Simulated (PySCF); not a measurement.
**Spinor energies of Tl (thallium, neutral)**

Start: [Xe] 4f14 5d10 6s2 6p1; 6p1/2 filled at m_j = +1/2. Calculated with PySCF 2.14 in x2c-QZVPPall-2c: generalised Hartree-Fock with the X2C-1e Hamiltonian and a Gaussian nucleus; one run each with spin-orbit coupling (SO) switched off, then screened by Boettger's factors.

| spinor shell | electrons | ε, spin-free (eV) | ε, screened SO (eV) | weight of nominal j (screened SO) | rms radius, screened SO (bohr) |
| --- | --- | --- | --- | --- | --- |
| 1s1/2 | 2 | -86016.9 | -85980.6 | 1.000 | 0.0184 |
| 2s1/2 | 2 | -15472.5 | -15460.8 | 1.000 | 0.0743 |
| 2p1/2 | 2 | -13324.5 | -14817.4 | 1.000 | 0.0628 |
| 2p3/2 | 4 | -13324.5 | -12745.9 | 1.000 | 0.0710 |
| 3s1/2 | 2 | -3764.8 | -3760.8 | 1.000 | 0.189 |
| 3p1/2 | 2 | -3136.9 | -3471.5 | 1.000 | 0.181 |
| 3p3/2 | 4 | -3136.9 | -3004.1 | 1.000 | 0.197 |
| 3d3/2 | 4 | -2474.6 | -2532.4 | 1.000 | 0.173 |
| 3d5/2 | 6 | -2474.6 | -2432.8 | 1.000 | 0.178 |
| 4s1/2 | 2 | -878.89 | -877.32 | 1.000 | 0.416 |
| 4p1/2 | 2 | -669.50 | -751.54 | 1.000 | 0.420 |
| 4p3/2 | 4 | -669.50 | -636.27 | 1.000 | 0.454 |
| 4d3/2 | 4 | -418.43 | -430.82 | 1.000 | 0.465 |
| 4d5/2 | 6 | -418.43 | -408.68 | 1.000 | 0.476 |
| 5s1/2 | 2 | -152.92 | -152.21 | 1.000 | 0.942 |
| 4f5/2 | 6 | -139.01 | -140.86 | 1.000 | 0.506 |
| 4f7/2 | 8 | -139.01 | -136.01 | 1.000 | 0.512 |
| 5p1/2 | 2 | -93.330 | -107.95 | 1.000 | 1.01 |
| 5d3/2 | 4 | -22.932 | -23.920 | 1.000 | 1.46 |
| 5d5/2 | 6 | -22.932 | -21.360 | 1.000 | 1.51 |
| 6s1/2 | 2 | -12.208 | -11.906 | 0.997 | 2.78 |
| 6p1/2 | 1 | -5.216 | -5.978 | 0.999 | 3.76 |

Problem. Where does 5p3/2 lie, and what is the 5p spin-orbit splitting (screened SO)?

Solution. At -86.874 eV, 21.073 eV above 5p1/2.

| quantity | spin-free | screened SO |
| --- | --- | --- |
| E (hartree) | -20230.50985 | -20265.56888 |
| M_J | 1/2 | 1/2 |
| ⟨J²⟩ | 1.457 | 0.765 |
| ⟨L²⟩ | 2.031 | 2.222 |
| ⟨S²⟩ | 0.761 | 0.950 |

Each row is a mean over spinors that exchange with the open shell spreads, by up to 0.441 eV (6s1/2).

Breit and QED terms are absent; they matter most for the inner s and p1/2 levels.

Densities and radii are taken from the X2C orbitals without a picture-change correction, which distorts them close to the nucleus.

Without spin-orbit coupling the j labels of p, d and f shells carry no meaning; the spin-free column gives the mean over the occupied spinors of each nl shell, and its ⟨J²⟩ belongs to a mixture of degenerate components.
